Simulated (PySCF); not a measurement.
SMILES [ZnH2] (PBE0/def2-SVP optimised geometry):

```
3

Zn     0.000     0.000     0.000
H     -1.550     0.000     0.000
H      1.550     0.000     0.000
```

Method: PySCF 2.14.0 with PBE0/def2-TZVP.

### Question
What are the frontier orbital energies and the dipole moment?

### Answer
HOMO-2 -14.33 eV, HOMO-1 -9.69 eV, HOMO -8.00 eV, LUMO -0.67 eV, LUMO+1 -0.67 eV; dipole moment 0.00 D.

On the same geometry PBE/def2-TZVP (PySCF 2.14.0) gives HOMO-2 -11.57 eV, HOMO-1 -8.43 eV, HOMO -6.85 eV, LUMO -1.40 eV, LUMO+1 -1.40 eV; dipole moment 0.00 D.

Meta-Löwdin charges at PBE0/def2-TZVP: Zn1 0.87, H2 -0.44, H3 -0.44.
